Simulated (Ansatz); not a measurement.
The inner images of a band of BCl2FH3N (8 atoms, charge 0, multiplicity 1) are given out of order.

Level of theory: RKS PBE/def2-SVP (Ansatz).

First end point:

```xyz
8
Properties=species:S:1:pos:R:3
B 0.038 -0.153 0.175
F 0.185 0.685 1.250
Cl 1.473 -0.130 -0.988
Cl -1.612 -0.027 -0.647
N 0.057 -1.680 0.810
H -0.062 -2.375 0.058
H 0.958 -1.861 1.283
H -0.714 -1.797 1.488
```

Last end point:

```xyz
8
Properties=species:S:1:pos:R:3
B 0.081 -0.676 -0.435
F -0.297 0.268 2.273
Cl 1.545 0.207 -0.864
Cl -1.480 -0.240 -1.130
N 0.162 -1.768 0.472
H -0.622 -2.416 0.574
H 1.071 -2.165 0.723
H -0.136 -0.549 1.815
```

Task: Put them in order from the first end to the last, with their energies above the first end.
A.
```xyz
8
Properties=species:S:1:pos:R:3
B 0.028 -0.155 0.173
F 0.077 0.688 1.253
Cl 1.535 -0.079 -0.895
Cl -1.569 -0.083 -0.756
N 0.060 -1.682 0.813
H -0.265 -2.364 0.111
H 1.021 -1.927 1.096
H -0.563 -1.738 1.634
```
B.
```xyz
8
Properties=species:S:1:pos:R:3
B 0.000 -0.319 0.050
F -0.224 0.369 1.407
Cl 1.573 0.211 -0.676
Cl -1.486 -0.188 -0.978
N 0.116 -1.742 0.759
H -0.632 -2.415 0.535
H 1.036 -2.201 0.696
H -0.059 -1.054 1.635
```
C.
```xyz
8
Properties=species:S:1:pos:R:3
B 0.026 -0.472 -0.069
F -0.230 0.299 1.590
Cl 1.552 0.230 -0.676
Cl -1.498 -0.182 -0.955
N 0.134 -1.774 0.683
H -0.618 -2.450 0.512
H 1.052 -2.229 0.660
H -0.094 -0.760 1.683
```
D.
```xyz
8
Properties=species:S:1:pos:R:3
B -0.003 -0.164 0.159
F -0.156 0.678 1.232
Cl 1.608 0.055 -0.723
Cl -1.477 -0.208 -0.958
N 0.077 -1.689 0.822
H -0.597 -2.313 0.353
H 1.031 -2.068 0.719
H -0.160 -1.630 1.824
```
E.
```xyz
8
Properties=species:S:1:pos:R:3
B -0.010 -0.210 0.111
F -0.219 0.529 1.278
Cl 1.601 0.162 -0.688
Cl -1.470 -0.203 -1.006
N 0.099 -1.716 0.783
H -0.655 -2.365 0.517
H 1.019 -2.170 0.687
H -0.040 -1.369 1.747
```
F.
```xyz
8
Properties=species:S:1:pos:R:3
B 0.060 -0.621 -0.279
F -0.265 0.339 1.914
Cl 1.538 0.238 -0.718
Cl -1.502 -0.189 -0.980
N 0.156 -1.803 0.532
H -0.618 -2.470 0.531
H 1.072 -2.235 0.674
H -0.117 -0.599 1.755
```
G.
```xyz
8
Properties=species:S:1:pos:R:3
B 0.013 -0.158 0.167
F -0.037 0.687 1.246
Cl 1.578 -0.015 -0.809
Cl -1.525 -0.144 -0.860
N 0.067 -1.686 0.818
H -0.445 -2.344 0.212
H 1.047 -1.995 0.903
H -0.374 -1.684 1.751
```

Result: A (+0.01 eV), G (+0.02 eV), D (+0.04 eV), E (+0.17 eV), B (+0.85 eV), C (+1.49 eV), F (+1.25 eV).

Time of the run: 2.5 min on 2 threads of Arm Neoverse V1, on a shared host, peak memory 0.13 GiB.
